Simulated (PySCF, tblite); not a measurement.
Isomers of C5H4F4O2, one GFN2-xTB conformer each. Single-point energies are computed at PBE0/pcSseg-1 (PySCF, gas phase, no added dispersion term), electronic only.

**Question.** Rank them by PBE0/pcSseg-1 energy, lowest first (kJ/mol).
A. `[O:1]=[C:2]1[CH2:3][O:4][C@@H:5]1[C@H:6]([F:7])[C:8]([F:9])([F:10])[F:11]` with O4–C5–C6–F7 -69°
B. `[F:1]/[CH:2]=[CH:3]/[O:4]/[CH:5]=[C:6](\[F:7])[O:8][CH:9]([F:10])[F:11]` with C2–C3–O4–C5 178°, C3–O4–C5–C6 178°, C5–C6–O8–C9 -128°, C6–O8–C9–F10 -166°
C. `[O:1]=[C:2]1[C@H:3]([C:4]([F:5])([F:6])[F:7])[O:8][C@@H:9]1[CH2:10][F:11]` with O8–C9–C10–F11 97°
D. `[F:1][CH:2]([F:3])[O:4][C:5]1([O:6][CH:7]([F:8])[F:9])[CH:10]=[CH:11]1` with F1–C2–O4–C5 -166°, C2–O4–C5–O6 75°, O4–C5–O6–C7 73°, C5–O6–C7–F8 78°
E. `[F:1][C@H:2]1[CH:3]=[C:4]([O:5][C:6]([F:7])([F:8])[F:9])[CH2:10][O:11]1` with C3–C4–O5–C6 2°, F1–C2–C3–C4 105°, C3–C4–C10–O11 8°, C4–C10–O11–C2 -16°, F1–C2–O11–C10 -99°
F. `[CH2:1]=[C:2]([O:3][CH:4]([F:5])[F:6])[C:7](=[O:8])[CH:9]([F:10])[F:11]` with C1–C2–O3–C4 -16°, C2–O3–C4–F5 -168°, C1–C2–C7–O8 -12°, C2–C7–C9–F10 -175°

**Answer.** E (0.0), A (59.5), C (59.8), F (60.4), D (177.9), B (189.3).

Neighbours under 10 kJ/mol apart (O=C1CO[C@@H]1[C@H](F)C(F)(F)F and O=C1[C@H](C(F)(F)F)O[C@@H]1CF; O=C1[C@H](C(F)(F)F)O[C@@H]1CF and C=C(OC(F)F)C(=O)C(F)F) can change places with a better method, another conformer or zero-point energy. GFN2-xTB itself gives, in the same order: 0.0, 133.8, 120.6, 138.6, 211.0, 158.3. Both levels put the same isomer lowest; measured from each level's own lowest isomer, the values differ by up to 78.2 kJ/mol (C=C(OC(F)F)C(=O)C(F)F: 138.6 against 60.4).

**Question.** Which frontier levels, dipoles and rotational constants go with these structures?

**Answer.** 
```
                       SMILES  HOMO (eV, PBE0/pcSseg-1)  LUMO (eV)  dipole (D)       A, B, C (MHz)
     F[C@H]1C=C(OC(F)(F)F)CO1                     -8.18      -0.53        1.37  2579, 620.7, 570.0
O=C1CO[C@@H]1[C@H](F)C(F)(F)F                     -8.17      -1.46        2.62  1987, 782.4, 730.1
O=C1[C@H](C(F)(F)F)O[C@@H]1CF                     -8.56      -1.97        1.18  1872, 735.2, 643.7
        C=C(OC(F)F)C(=O)C(F)F                     -8.44      -2.64        2.64  1878, 678.9, 527.9
         FC(F)OC1(OC(F)F)C=C1                     -8.82      -0.87        2.03  1764, 718.0, 568.7
        F/C=C/O/C=C(\F)OC(F)F                     -6.56       0.13        0.40  3655, 333.3, 321.2
```

**Question.** What happens when harmonic zero-point energies from GFN2-xTB frequencies are added?

**Answer.** 
| SMILES | ZPE (kJ/mol) | electronic (kJ/mol) | with ZPE (kJ/mol) |
| --- | --- | --- | --- |
| F[C@H]1C=C(OC(F)(F)F)CO1 | 236.0 | 0.0 | 0.0 |
| O=C1CO[C@@H]1[C@H](F)C(F)(F)F | 232.3 | 59.5 | 55.8 |
| O=C1[C@H](C(F)(F)F)O[C@@H]1CF | 233.1 | 59.8 | 56.9 |
| C=C(OC(F)F)C(=O)C(F)F | 229.8 | 60.4 | 54.3 |
| FC(F)OC1(OC(F)F)C=C1 | 228.5 | 177.9 | 170.4 |
| F/C=C/O/C=C(\F)OC(F)F | 228.6 | 189.3 | 181.9 |

The zero-point energies span 7.5 kJ/mol. The lowest isomer stays, but the order above it changes.
